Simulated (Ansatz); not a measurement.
Basis-set extrapolation for CH₈OSi₂ (`OC([SiH3])[SiH3]`) (PBE0-D4/def2-TZVP geometry, frozen core, the Gaussian-basis code of Ansatz). Multiplicity 1, RHF reference.

```json
{"": "HF", "def2-TZVPP": "-695.297106", "def2-QZVPP": "-695.320890"}
{"": "MP2 correlation", "def2-TZVPP": "-0.674390", "def2-QZVPP": "-0.723833"}
{"": "CCSD(T) correlation", "def2-TZVPP": "-0.755856", "def2-QZVPP": "not run"}
```

Energies in hartree. Use E(X) = E(∞) + A·exp(−7.88·√X) for Hartree–Fock and E(X) = E(∞) + B·X^(−2.97) for correlation, with X = 3 and 4, and add CCSD(T) minus MP2 of the smaller set to the MP2 limit.

**Question.** What is the CCSD(T) energy at the basis-set limit?

**Answer.** HF limit: -695.320890 + (-0.023784) × 0.13774 = -695.32417. MP2 limit: -0.723833 + (-0.049443) × 0.74074 = -0.76046. Higher-order term: -0.755856 − (-0.674390) = -0.08147. Total: -696.16610 hartree, 71.0 kcal/mol below CCSD(T)/def2-TZVPP.
